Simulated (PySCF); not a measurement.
**Solvent effects on NMR parameters**

Mapped SMILES: `[CH3:1][O:2][C@@H:3]1[CH2:4][C@H:5]1[SiH2:6][Cl:7]`; H(Xn) means a hydrogen on atom n. Ha(C4) is cis to O2 on the ring; Ha(Si6) is pro-R; Hb(Si6) is pro-S; Hb(C4) is trans to O2 on the ring.

GIAO PBE0/pcSseg-1 in PySCF on one PBE0-D3(BJ)/def2-SVP conformer, non-relativistic, equivalent nuclei averaged. Solvents enter as an IEF-PCM continuum (chloroform with ε = 4.7, dimethylsulfoxide with ε = 46.8) around the gas-phase geometry.

Gas phase, σ in ppm: C3 125.0, C1 125.4, C4 172.1, C5 177.6, O2 294.5, Si6 353.4, Cl7 980.3, Hb(Si6) 26.00, Ha(Si6) 26.96, H(C1) 27.96, H(C3) 28.46, Ha(C4) 30.15, Hb(C4) 30.61, H(C5) 31.28. Dipole moment 1.11 D.

Task: How does each σ change in the continuum?

Result: 
```
  atoms                               environment  Δσ, chloroform  Δσ, dimethylsulfoxide
     C3                three-membered-ring carbon            +0.3                   +0.5
     C1                 methyl carbon bonded to O            +0.1                   +0.2
     C4                three-membered-ring carbon            +0.3                   +0.4
     C5                three-membered-ring carbon            +0.2                   +0.3
     O2                              ether oxygen            +3.9                   +5.5
    Si6              silicon bonded to C, Cl, 2 H            -1.0                   -1.3
    Cl7                     chlorine bonded to Si            +6.1                   +8.2
Hb(Si6)     hydrogen on a silicon bonded to C, Cl           -0.02                  -0.03
Ha(Si6)     hydrogen on a silicon bonded to C, Cl           -0.06                  -0.09
  H(C1)   hydrogen on a methyl carbon bonded to O           -0.07                  -0.10
  H(C3)  hydrogen on a three-membered-ring carbon           -0.19                  -0.27
 Ha(C4)  hydrogen on a three-membered-ring carbon           -0.04                  -0.03
 Hb(C4)  hydrogen on a three-membered-ring carbon           -0.19                  -0.28
  H(C5)  hydrogen on a three-membered-ring carbon           -0.17                  -0.23
```

Changes are relative to the gas phase. The dipole moment becomes 1.33 D in chloroform, 1.40 D in dimethylsulfoxide.

Task: Which of the listed nuclei move most (in ppm), and what does the model miss?

Result: Cl7 (chlorine bonded to Si, +8.2 ppm) in dimethylsulfoxide. A continuum only polarises the solute; specific hydrogen bonds, the anisotropy of aromatic solvents and changes of geometry or conformer are outside it.
